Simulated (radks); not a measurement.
Results of a calculation; reference values are marked as such.
Species: neutral calcium. Configuration: [Ar] 4s2 (the NIST ground configuration).

Level of theory: Dirac Kohn-Sham, PBE, spin-unpolarised, spherical densities, point nucleus (a radial shooting solver on a logarithmic mesh with Libxc functionals).

Energy parts (hartree):
part                       energy
total                  -680.32968
kinetic                 685.67728
electron-nucleus      -1616.54005
Hartree                 286.52719
exchange-correlation    -35.99411

Orbitals (lengths in bohr, moments of r in powers of bohr; r(max) is where P^2 peaks):
| orbital | occ. | eigenvalue (hartree) | r(max) | <r> | <r^4> |
|---|---|---|---|---|---|
| 1s1/2 | 2 | -145.1174 | 0.05028 | 0.07684 | 0.0001626 |
| 2s1/2 | 2 | -15.22504 | 0.3000 | 0.3642 | 0.04386 |
| 2p1/2 | 2 | -12.38896 | 0.2453 | 0.3261 | 0.03622 |
| 2p3/2 | 4 | -12.25347 | 0.2473 | 0.3286 | 0.03719 |
| 3s1/2 | 2 | -1.73039 | 0.9939 | 1.156 | 3.887 |
| 3p1/2 | 2 | -1.03856 | 1.044 | 1.266 | 6.381 |
| 3p3/2 | 4 | -1.02446 | 1.051 | 1.274 | 6.546 |
| 3d3/2 | 0 | -0.07195 | 1.273 | 2.368 | 196.8 |
| 3d5/2 | 0 | -0.07133 | 1.276 | 2.377 | 199.9 |
| 4s1/2 | 2 | -0.13841 | 3.398 | 4.020 | 563.3 |
| 4p1/2 | 0 | -0.05197 | 4.355 | 5.389 | 2001 |
| 4p3/2 | 0 | -0.05133 | 4.376 | 5.417 | 2042 |

The highest occupied level is 4s1/2 at -3.766 eV. The density falls to 0.001 e/bohr^3 at r = 5.08 bohr. Summed over all electrons, <r^2> = 52.76 bohr^2, which gives a Langevin (diamagnetic) susceptibility term of -41.8 x 10^-6 cm^3/mol.
